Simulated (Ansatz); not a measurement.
Ansatz (a program for electronic structure) input (HSE06/def2-TZVPD):

Ansatz 0.2 input:
```yaml
crystal:
  periodic: [false, false, false]
  atoms:
    - {symbol: W, position_ang: [0.03912518, -0.01282985, -0.00865191]}
    - {symbol: O, position_ang: [1.61331285, -0.52903435, -0.35675858]}
    - {symbol: F, position_ang: [-0.76242127, -0.35617808, 1.67128614]}
    - {symbol: F, position_ang: [-0.99333055, 0.93192074, -1.28302944]}
basis:
  gaussian:
    orbitals: def2-TZVPD
hamiltonian:
  xc: {name: HSE06}
magnetization: {spin_polarized: true, initial_magnetization: 2}
output: {forces: true}
```

Output:

```
Functional definition: HSE06
integrals: 0.09 GiB planned
994 factors; their error is unknown
integrals: 0.12 GiB planned
65 factors; integrals over basis functions are off by at most 2.9e-5 eV
mean field: 0.92 GiB planned
mean field evaluation 1: about -9294.5744 eV, gradient 5.7e1 eV
mean field evaluation 2: about -9144.5885 eV, gradient 1.9e2 eV
mean field evaluation 4: about -9303.4102 eV, gradient 2.3e1 eV
mean field evaluation 8: about -9305.1526 eV, gradient 1.5e-1 eV
mean field evaluation 16: about -9305.1939 eV, gradient 1.5e-3 eV
mean field -9305.19392265 eV, -341.9595693704 hartree, gradient 2.6e-5 eV, S^2 2.018161; 0 other end points of the search recorded, 0 dependent functions left out
the calculation of the forces begins
reference -9305.19398080 eV, -341.9595715075 hartree; 21, 19 occupied and 142, 144 virtual orbitals, 994 factors
Total energy: -9305.19398080 eV, -341.9595715075 hartree
Atom 0 at     0.039125    -0.012830    -0.008652 Å, force     0.270922    -0.088840    -0.059910 eV/Å
Atom 1 at     1.613313    -0.529034    -0.356759 Å, force    -0.613958     0.201328     0.135767 eV/Å
Atom 2 at    -0.762421    -0.356178     1.671286 Å, force     0.150681     0.059995    -0.304528 eV/Å
Atom 3 at    -0.993331     0.931921    -1.283029 Å, force     0.192355    -0.172483     0.228671 eV/Å
Dipole moment:    -0.112318     0.036831     0.024837 e Å
```

The spin state was set by rule; other spins were not relaxed.
